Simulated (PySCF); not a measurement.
A calculated (UHF, PySCF 2.14, pcseg-2, no relativity, point nucleus) atom or ion has these occupied shells.

```
shell  electrons  orbital energy (eV)  rms radius, mean of both spins (bohr)
   1s          2             -14151.3                                 0.0491
   2s          2              -1899.9                                  0.203
   2p          6              -1712.4                                  0.179
   3s          2              -294.75                                  0.576
   3p          6              -226.28                                  0.587
   3d         10              -103.69                                  0.610
   4s          2              -31.354                                   1.74
   4p          6              -14.255                                   2.11
```

(1) Name the element and its charge.

Results:

(1) Kr (krypton, neutral), in [Kr], closed-shell 1S.
